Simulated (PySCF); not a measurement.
**Basis-set dependence of excited states**

GaH₅SSi.
SMILES: `[SiH3][S][GaH2]`

TDDFT with PBE0 (PySCF), vertical singlets, core orbitals frozen in the response, spherical d and f functions. Isolated species at its PBE0-D3(BJ)/def2-SVP geometry (one conformer only). The PBE0/6-31G* calculation is non-relativistic and has no spin–orbit coupling, an omission that weighs most on gallium.

Task: Compare 6-31G*, def2-SVP, def2-SVPD, aug-cc-pVDZ, def2-TZVP, def2-TZVPD and aug-cc-pVTZ for this molecule.

Result: 

```tsv
basis	functions	diffuse	S1 (eV)	S2 (eV)	S3 (eV)	S4 (eV)	S5 (eV)	LUMO (eV)	α (au)
6-31G*	78	no	4.95	5.32	5.74	6.15	6.64	-1.68	66.0
def2-SVP	93	no	5.01	5.34	5.72	6.35	6.77	-1.65	68.0
def2-SVPD	129	yes	4.97	5.35	5.69	6.13	6.39	-1.72	80.7
aug-cc-pVDZ	135	yes	4.92	5.31	5.66	6.04	6.30	-1.74	81.3
def2-TZVP	152	no	4.96	5.30	5.67	6.24	6.46	-1.70	76.0
def2-TZVPD	188	yes	4.94	5.30	5.66	6.09	6.31	-1.73	81.4
aug-cc-pVTZ	274	yes	4.93	5.29	5.65	6.06	6.31	-1.75	81.6
```

States are compared by their number. Against the largest diffuse basis here (aug-cc-pVTZ, itself not a converged limit), sets without diffuse functions differ by up to 0.08 eV in S1 and 0.46 eV in S5; the smaller diffuse sets differ by up to 0.04 and 0.08 eV. State by state, the largest deviation of a set without diffuse functions is S1 0.08, S2 0.05, S3 0.10, S4 0.29, S5 0.46 eV. The same number needn't mean the same state in each row. Against aug-cc-pVTZ the polarisability deviates by -19% in 6-31G*, -17% in def2-SVP, -1% in def2-SVPD, 0% in aug-cc-pVDZ, -7% in def2-TZVP, 0% in def2-TZVPD.
